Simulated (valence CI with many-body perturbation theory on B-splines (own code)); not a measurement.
**Dy34+: electric-dipole lines**

Calculated by relativistic CI+MBPT: four valence electrons over a frozen Dirac-Fock core [Ar] 3d10, radial functions for each j: 11 s, 11 p, 10 d, 8 f, 5 g, 2 h, with the one-electron correlation potential Σ1, the two-electron term Σ2, the three-electron term Σ3, Breit, model QED; selected CI, second order for the rest, scaled by the run's own slope (own B-spline code, finite nucleus).

The last digits are not significant, and no measured levels were compared; by estimate large intervals hold to a few tenths of a per cent, small ones and those within an open d or f shell to about a per cent. Among the levels kept, up to 400 cm⁻¹ of a level comes from second order outside the variational space, and about a tenth of that is noise between levels of different J, which matters for small intervals.

Lines 101 to 150 of 566 in falling wavelength, among levels below 34.540 Ry, chosen from the strongest by gf and those to the six lowest levels. Wavelengths and rates use the calculated energies. Electric multipoles are in the length gauge, E1 and E2 with the static RPA response of the core. Weak lines are less certain than strong ones. Lines between different terms over intervals too small for the method are left out, as are lines whose strength nearly cancels. Where a level lies close to another of its J and parity, the split of strength between their lines is uncertain. The highest levels of a list are the least certain.

Levels are named by their leading jj configuration (3d3/2^4 stands for four electrons in 3d with j = 3/2), which in mixed levels can hold well under half, so a name can repeat and another be missing. Letters in brackets count levels of one name in rising energy.

```csv
λ vac (Å),Upper,Lower,A (s⁻¹),log gf,Branch %
92.89,(4p1/2 4p3/2^2 4d5/2) J=4 [a],(4s 4p1/2 4p3/2 4d3/2) J=3 [c],1.64e+10,-0.72,6.4
92.86,(4s 4p3/2^2 4d3/2) J=3 [b],(4s^2 4p3/2 4d3/2) J=2,2.71e+10,-0.61,6.4
92.73,(4p1/2^2 4p3/2 4d5/2) J=4,(4s 4p1/2^2 4d5/2) J=3,4.24e+10,-0.31,34.5
92.73,(4s 4p1/2 4p3/2 4f5/2) J=3 [c],(4s 4p1/2 4p3/2 4d5/2) J=3 [d],2.04e+10,-0.74,4.3
92.42,(4s 4p1/2 4p3/2 4f7/2) J=5 [c],(4s 4p1/2 4p3/2 4d5/2) J=4 [b],4.55e+10,-0.19,19.1
92.29,(4p1/2 4p3/2^2 4d3/2) J=2 [b],(4s 4p1/2 4p3/2 4d3/2) J=3 [c],6.40e+10,-0.39,25.5
92.25,(4s 4p3/2^2 4d3/2) J=2 [b],(4s^2 4p3/2 4d3/2) J=3,6.27e+10,-0.40,10.7
92.06,(4s 4p3/2^2 4d5/2) J=4 [b],(4s^2 4p3/2 4d5/2) J=4,3.97e+10,-0.34,10.8
91.91,(4s 4p3/2^2 4d5/2) J=4 [b],(4s^2 4p3/2 4d3/2) J=3,3.32e+10,-0.42,9.0
91.88,(4s^2 4p3/2 4d3/2) J=3,(4s^2 4p3/2^2) J=2,8.71e+09,-1.11,1.3
91.84,(4s 4p3/2^2 4d3/2) J=1 [b],(4s^2 4p3/2 4d3/2) J=2,9.44e+10,-0.45,13.9
91.82,(4s 4p1/2 4p3/2^2) J=0,(4s^2 4p1/2 4p3/2) J=1,1.08e+11,-0.86,100.0
91.41,(4p1/2 4p3/2^2 4d3/2) J=1 [b],(4s 4p1/2 4p3/2 4d3/2) J=1 [b],4.26e+10,-0.80,6.7
91.37,(4s 4p1/2 4p3/2 4f7/2) J=3 [b],(4s 4p1/2 4p3/2 4d5/2) J=3 [d],3.10e+10,-0.57,6.3
91.33,(4p1/2^2 4p3/2 4d5/2) J=1,(4s 4p1/2^2 4d5/2) J=2,9.81e+10,-0.43,30.9
91.28,(4s 4p1/2 4p3/2 4d5/2) J=3 [d],(4s^2 4p1/2 4d5/2) J=3,6.20e+10,-0.27,13.9
91.28,(4p1/2 4p3/2^2 4d3/2) J=2 [a],(4s 4p1/2 4p3/2 4d3/2) J=3 [a],3.90e+10,-0.61,27.5
91.20,(4s 4p3/2^2 4d3/2) J=1 [c],(4s^2 4p3/2 4d3/2) J=0,4.57e+10,-0.77,7.7
91.14,(4s 4p1/2 4d3/2 4d5/2) J=4 [a],(4s 4p1/2 4p3/2 4d3/2) J=4,4.53e+10,-0.29,41.0
91.13,(4s 4p1/2 4p3/2 4d3/2) J=1 [d],(4s 4p1/2 4p3/2^2) J=1 [a],6.77e+10,-0.60,8.9
91.09,(4s 4p1/2 4p3/2 4d5/2) J=1 [c],(4s^2 4p1/2 4d5/2) J=2,7.87e+10,-0.53,18.3
90.94,(4s 4p1/2 4p3/2 4d5/2) J=2 [c],(4s^2 4p1/2 4d5/2) J=2,3.89e+10,-0.62,8.3
90.85,(4s 4p1/2 4p3/2^2) J=1 [a],(4s^2 4p1/2 4p3/2) J=1,7.60e+10,-0.55,15.2
90.83,(4s 4p1/2^2 4p3/2) J=1,(4s^2 4p1/2^2) J=0,1.30e+11,-0.32,84.6
90.82,(4s 4p1/2 4p3/2 4d3/2) J=3 [c],(4s^2 4p1/2 4d3/2) J=2,6.34e+10,-0.26,73.4
90.72,(4s 4p1/2 4d5/2^2) J=4 [b],(4s 4p1/2 4p3/2 4d5/2) J=3 [d],4.12e+10,-0.34,13.2
90.52,(4p1/2^2 4p3/2 4d3/2) J=3,(4s 4p1/2^2 4d3/2) J=2,4.18e+10,-0.44,34.6
90.52,(4p1/2^2 4p3/2^2) J=0,(4s 4p1/2^2 4p3/2) J=1,1.80e+11,-0.65,74.5
90.52,(4s 4p3/2^2 4d5/2) J=3 [a],(4s^2 4p3/2 4d3/2) J=3,4.40e+10,-0.42,22.1
90.48,(4p1/2^2 4p3/2 4d3/2) J=2,(4s 4p1/2^2 4d3/2) J=1,2.99e+10,-0.74,21.5
90.46,(4s 4p1/2 4p3/2 4f5/2) J=3 [b],(4s 4p1/2 4p3/2 4d5/2) J=4 [c],2.94e+10,-0.60,7.6
90.35,(4p1/2 4p3/2^2 4d5/2) J=2 [b],(4s 4p1/2 4p3/2 4d5/2) J=3 [b],5.13e+10,-0.50,15.0
90.33,(4p1/2 4p3/2^2 4d3/2) J=1 [d],(4s 4p1/2 4p3/2 4d3/2) J=2 [d],9.47e+10,-0.46,13.7
90.21,(4p1/2 4p3/2^2 4d3/2) J=3,(4s 4p1/2 4p3/2 4d3/2) J=3 [b],2.08e+10,-0.75,3.6
90.20,(4s 4p1/2 4d3/2 4d5/2) J=4 [b],(4s 4p1/2 4p3/2 4d3/2) J=3 [c],8.68e+10,-0.02,66.9
90.19,(4s 4p3/2^2 4d5/2) J=2 [c],(4s^2 4p3/2 4d5/2) J=3,4.16e+10,-0.60,4.4
90.14,(4s 4p3/2^3) J=1,(4s^2 4p3/2^2) J=0,1.80e+09,-2.18,0.4
90.11,(4s 4p1/2 4d3/2 4d5/2) J=3 [e],(4s 4p1/2 4p3/2 4d3/2) J=2 [d],8.81e+10,-0.12,15.6
90.07,(4p1/2 4p3/2^2 4d3/2) J=2 [b],(4s 4p1/2 4p3/2 4d3/2) J=2 [b],8.33e+10,-0.30,33.2
90.06,(4p1/2 4p3/2^2 4d3/2) J=2 [d],(4s 4p1/2 4p3/2 4d3/2) J=1 [c],3.39e+10,-0.69,8.4
89.80,(4p1/2 4p3/2^2 4d3/2) J=2 [a],(4s 4p1/2 4p3/2 4d3/2) J=1 [a],5.13e+10,-0.51,36.2
89.77,(4p1/2 4p3/2^2 4d3/2) J=1 [a],(4s 4p1/2 4p3/2 4d3/2) J=2 [a],6.25e+10,-0.64,31.5
89.75,(4s 4p1/2 4d3/2 4d5/2) J=3 [e],(4s 4p1/2 4p3/2 4d5/2) J=4 [b],2.86e+10,-0.62,5.1
89.72,(4p1/2 4p3/2^2 4d5/2) J=3 [b],(4s 4p1/2 4p3/2 4d5/2) J=4 [c],7.01e+10,-0.23,18.8
89.72,(4p1/2 4p3/2^2 4d3/2) J=4,(4s 4p1/2 4p3/2 4d3/2) J=3 [a],2.48e+10,-0.57,28.5
89.68,(4s 4p1/2 4d3/2 4d5/2) J=3 [a],(4s 4p1/2 4p3/2 4d3/2) J=2 [a],5.05e+10,-0.37,41.4
89.59,(4s 4p1/2 4d5/2^2) J=3,(4s 4p1/2 4p3/2 4d3/2) J=2 [d],3.42e+10,-0.54,7.8
89.58,(4s 4p1/2 4p3/2^2) J=1 [b],(4s^2 4p1/2 4p3/2) J=2,1.26e+11,-0.34,35.1
89.58,(4s 4p1/2 4p3/2 4f7/2) J=5 [d],(4s 4p1/2 4p3/2 4d5/2) J=4 [b],3.62e+10,-0.32,10.3
89.57,(4s^2 4d3/2 4d5/2) J=3,(4s^2 4p3/2 4d5/2) J=4,3.46e+10,-0.54,4.9
```
